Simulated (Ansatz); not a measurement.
Ansatz (an electronic-structure program) input (CCSD(T)/aug-cc-pVTZ):

Ansatz 0.2 input:
```yaml
crystal:
  periodic: [false, false, false]
  atoms:
    - {symbol: C, position_ang: [2.37374542, -0.43558128, -0.51488565]}
    - {symbol: C, position_ang: [1.54771850, -0.30890128, 0.72797045]}
    - {symbol: C, position_ang: [0.24263927, -0.06408444, 0.81699341]}
    - {symbol: C, position_ang: [-0.74107523, 0.14853751, -0.29812615]}
    - {symbol: C, position_ang: [-1.36562067, 1.54618005, -0.20085044]}
    - {symbol: C, position_ang: [-1.82633131, -0.93515893, -0.26760860]}
    - {symbol: H, position_ang: [1.79183517, -0.30308973, -1.42549594]}
    - {symbol: H, position_ang: [3.17966101, 0.30418967, -0.52028920]}
    - {symbol: H, position_ang: [2.85260631, -1.41806762, -0.56200635]}
    - {symbol: H, position_ang: [2.09629166, -0.43534193, 1.65737021]}
    - {symbol: H, position_ang: [-0.19155265, -0.00611147, 1.81331768]}
    - {symbol: H, position_ang: [-0.22262041, 0.07806496, -1.25689449]}
    - {symbol: H, position_ang: [-2.08724085, 1.70763570, -1.00476117]}
    - {symbol: H, position_ang: [-1.89124772, 1.66869321, 0.74988160]}
    - {symbol: H, position_ang: [-0.60227793, 2.32311795, -0.26316869]}
    - {symbol: H, position_ang: [-2.55025129, -0.78477525, -1.07161268]}
    - {symbol: H, position_ang: [-1.39185176, -1.92976585, -0.37795084]}
    - {symbol: H, position_ang: [-2.36980760, -0.91049919, 0.68065155]}
basis:
  gaussian:
    orbitals: aug-cc-pVTZ
magnetization: {spin_polarized: false}
correlation: {method: ccsd_t, electrons: outside_noble_gas}
```

End of the output:

```
integrals: 16.83 GiB planned
3084 factors; integrals over basis functions are off by at most 9.1e-4 eV
6.42 GiB of device memory are held for the factors and their scratch space
mean field: 6.36 GiB planned
mean field evaluation 1: about -6368.1558 eV, gradient 4.7e1 eV
mean field evaluation 2: about -6368.2553 eV, gradient 4.7e1 eV
mean field evaluation 4: about -6374.5034 eV, gradient 4.9e0 eV
mean field evaluation 8: about -6374.5899 eV, gradient 3.4e-4 eV
mean field evaluation 16: about -6374.4920 eV, gradient 2.9e-1 eV
mean field -6374.58991127 eV, -234.2618583868 hartree, gradient 3.4e-6 eV, S^2 0.000000; 0 other end points of the search recorded, 0 dependent functions left out
6 core orbitals not correlated
reference -6374.58991127 eV, -234.2618583868 hartree; 18, 18 occupied and 528, 528 virtual orbitals, 3084 factors
second order -28.62927344 eV of doubles, -0.00000000 eV of singles
coupled cluster: 37.63 GiB planned
cycle   1  -29.45027346 eV  change   -8.2e-1 eV  update   1.0e-1
cycle   2  -30.15421807 eV  change   -7.0e-1 eV  update   3.0e-2
cycle   3  -30.27182037 eV  change   -1.2e-1 eV  update   1.3e-2
cycle   4  -30.26785874 eV  change    4.0e-3 eV  update   3.3e-3
cycle   5  -30.26864977 eV  change   -7.9e-4 eV  update   1.2e-3
cycle   6  -30.26892107 eV  change   -2.7e-4 eV  update   3.3e-4
cycle   7  -30.26881202 eV  change    1.1e-4 eV  update   1.0e-4
cycle   8  -30.26881421 eV  change   -2.2e-6 eV  update   3.4e-5
perturbative correction -1.29158694 eV, -0.0474649444 hartree
Total energy: -6406.15031241 eV, -235.4216817365 hartree
```
